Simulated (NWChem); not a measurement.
Species: GaF, singlet; SMILES [F][Ga]

Program: NWChem. Low-valent species are run as closed-shell singlets; no triplet was tried in these runs. Each level has its own optimisation; frequencies are unscaled.

Task: Order these by “dipole (D)”, lowest first: PBE0/STO-3G; PBE0/def2-TZVP; PBE0/def2-SVP; PBE0/def2-SVPD; PBE0/def2-TZVPD.

Result: PBE0/STO-3G (1.66), PBE0/def2-SVP (1.88), PBE0/def2-TZVP (2.22), PBE0/def2-TZVPD (2.32), PBE0/def2-SVPD (2.48)
